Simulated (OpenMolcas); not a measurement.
# What dynamic correlation does to the levels of S²⁺

```yaml
Program: OpenMolcas 26.06
Basis: ANO-RCC-VDZP [4s3p1d]
Scalar_Hamiltonian: DKH2, point nucleus
Active_space: 2 electrons in 3 orbitals (3p)
State_averaging: 2S+1 = 3 even, 3 roots; 2S+1 = 1 even, 6 roots
Spin-orbit_coupling: RASSI with atomic mean-field integrals over the reference wave functions, term energies averaged over their components
```

Methods on the same reference wave functions:
A. CASSCF
B. SS-CASPT2, IPEA 0.25 Eh, imaginary shift 0.1 Eh (closed shells correlated: 2s 2p 3s)

Energies in cm⁻¹ above 3s² 3p² ³P₀, the measured ground level; measured values from NIST levels in Podobedova, Kelleher and Wiese, J. Phys. Chem. Ref. Data 38, 171 (2009).

```
      Level      A      B  Measured
3s² 3p² ³P₀    0.0    0.0       0.0
3s² 3p² ³P₁    256    259       299
3s² 3p² ³P₂    733    735       833
3s² 3p² ¹D₂  14158  12840     11323
3s² 3p² ¹S₀  34480  29360     27161
```

Deviations, from unrounded energies. A percentage is the sum of absolute deviations over the sum of measured energies, with the sign that they share, or ± where signs differ.

```tsv
Against measurement	Levels	A	B
mean absolute deviation (cm-1)	4	2600	960
fine structure of the ground term (%)	2	-12.6	-12.2
other terms of the ground configuration (%)	2	+26.4	+9.6
```

B lies closest to measurement on these levels. The largest miss of B in the table is 3s² 3p² ¹S₀, by +2200 cm-1. The ranking rests on the paired levels alone, and a cruder setting can come out closer through cancelling errors.

From A to B the spin-free energies of the other terms of 3s² 3p² shown, above ³P, scale by factors of 0.85 to 0.90.

The lowest spin-free term lies below A's lowest term by 0.060 hartree in B.

Term energies are means over components that CASPT2 splits; among the terms shown or strongly mixed into the levels shown the widest spread is 100 cm-1 (3s² 3p² ¹D, B). With the s shell closed, the reference lacks s² → p² mixing. Computed and measured levels are paired by configuration, term and J; levels that our copy of the source lacks, or whose pairing is in doubt (as where it misses far off the trend of its configuration), stay unpaired and out of the deviations. Only configurations of the active space appear.
